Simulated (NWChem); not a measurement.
Molecule: C2H5ClSi; SMILES ClC(=C)[SiH3]

```xyz
9

C      1.8018     0.2965     0.0000
C      0.4678     0.1149     0.0000
Si    -0.4301    -1.5475     0.0000
Cl    -0.6219     1.4995     0.0000
H      2.4704    -0.5787     0.0000
H      2.2584     1.2993     0.0000
H     -1.2978    -1.6503    -1.2219
H      0.5937    -2.6488     0.0000
H     -1.2978    -1.6503     1.2219
```
Atoms are numbered in this order, from 1.

Level: PBE-D3(BJ)/def2-SVP (NWChem), optimised geometry, unscaled harmonic frequencies. 

**Question.** List the harmonic frequencies with IR intensities, and the thermochemistry.

**Answer.** 
| frequency (cm⁻¹) | IR intensity (km/mol) |
|---|---|
| 140 | 0.1 |
| 188 | 1.0 |
| 317 | 0.7 |
| 328 | 5.0 |
| 530 | 21.6 |
| 635 | 19.8 |
| 643 | 35.7 |
| 707 | 13.7 |
| 763 | 17.3 |
| 876 | 29.4 |
| 884 | 221.3 |
| 901 | 41.7 |
| 915 | 33.1 |
| 1063 | 23.1 |
| 1336 | 8.0 |
| 1616 | 18.3 |
| 2170 | 66.4 |
| 2185 | 86.9 |
| 2185 | 84.0 |
| 3074 | 0.4 |
| 3177 | 0.3 |

| Quantity | Result |
|---|---|
| zero-point energy | 35.2 kcal/mol |
| thermal correction to the enthalpy at 298.15 K (with zero-point energy) | 39.4 kcal/mol |
| heat capacity Cv | 20.1 cal/(mol K) |
| entropy at 298.15 K and 1 atm (symmetry number 1) | 76.1 cal/(mol K) |
| dipole moment | 1.16 D |

Rigid rotor and harmonic oscillator.
